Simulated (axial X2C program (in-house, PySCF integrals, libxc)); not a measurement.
Bond lengths and stretching modes, held linear, of ClHfCl

Computed with an in-house all-electron X2C program for linear molecules (integrals from PySCF): two-component X2C with atomic mean-field Coulomb and Gaunt terms, Gaussian nuclei, basis Cl dyall-av3z, Hf dyall-v3z with contracted cores. Spin-free rows use the one-electron spin-free X2C Hamiltonian.

Masses Cl 34.969, Hf 179.947, Cl 34.969 u. States: 2c Ω = 0 (all partner blocks equally filled); spin-free M_S = 0, Λ = 0 (closed shell).

PBE0, 2c: energies above the lowest point

```
r(Cl–Hf) (Å)  r(Hf–Cl) (Å)  E (meV)
      2.2805        2.2805     0.97
      2.2805        2.3390     0.00
      2.2805        2.3975    46.49
      2.3390        2.2805     0.00
      2.3390        2.3390     6.03
      2.3390        2.3975    58.97
      2.3390        2.4560   148.03
      2.3975        2.2805    46.49
      2.3975        2.3390    58.97
      2.3975        2.3975   117.83
      2.4560        2.3390   148.03
      2.4560        2.4560   311.86
```

Question: Fit a quadratic surface with cubic terms in each bond: where is the minimum, and what are the two stretching wavenumbers?

Answer: At PBE0, 2c: bonds 2.306 and 2.306 Å; harmonic stretches 364.3 and 383.3 cm⁻¹; force constants 2.46, 2.46 and coupling 0.28 mdyn/Å.

The other levels and Hamiltonians give:

| Hamiltonian | level | r(Cl–Hf) (Å) | r(Hf–Cl) (Å) | lower stretch (cm⁻¹) | upper stretch (cm⁻¹) |
| --- | --- | --- | --- | --- | --- |
| 2c | HF | 2.350 | 2.350 | 360.6 | 375.7 |
| 2c | TPSSh | 2.312 | 2.312 | 360.8 | 379.9 |
| 2c | MP2 | 2.308 | 2.308 | 373.7 | 393.3 |
| spin-free | PBE0 | 2.307 | 2.307 | 365.2 | 383.3 |
| spin-free | HF | 2.350 | 2.350 | 361.6 | 375.9 |
| spin-free | TPSSh | 2.313 | 2.313 | 361.5 | 380.0 |
| spin-free | MP2 | 2.308 | 2.308 | 374.6 | 393.5 |

Each state is one determinant, the lowest of a limited PBE0 search; the stretches come from a fit to these few points and carry an uncertainty of a few per cent. Other orders of the atoms were not compared. MP2 freezes inner shells (threshold -2 hartree). The molecule was held linear; bending was not examined, so a bent shape may lie lower.
